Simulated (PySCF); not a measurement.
# Ionisation energy of Br⁺ by level of theory

Br⁺ [Ar] 3d10 4s2 4p4 (3P) → Br²⁺ [Ar] 3d10 4s2 4p3 (4S), as a difference of total energies. Computed with PySCF 2.14 in def2-TZVPPD (7s6p5d1f, 57 functions), with no relativity, point nucleus. Correlated levels: valence and next inner shell: [Ne] frozen. The calculations carry no spin-orbit coupling.

Q: Order these methods by the ionisation energy they give, lowest first.
A. UHF
B. MP2 (valence and next inner shell)
C. CCSD(T) (valence and next inner shell)
D. SCS-MP2 (valence and next inner shell)

A: A (20.251 eV), B (20.985 eV), D (21.032 eV), C (21.104 eV).

A first-order spin-orbit estimate (lowest level to lowest level, LS coupling) adds 0.154 eV.

These non-relativistic numbers lack the scalar-relativistic shift.

Errors of the correlated levels include the incompleteness of this basis and the frozen core.

For comparison: 21.591 eV (measured; NIST Atomic Spectra Database, ionization energies).
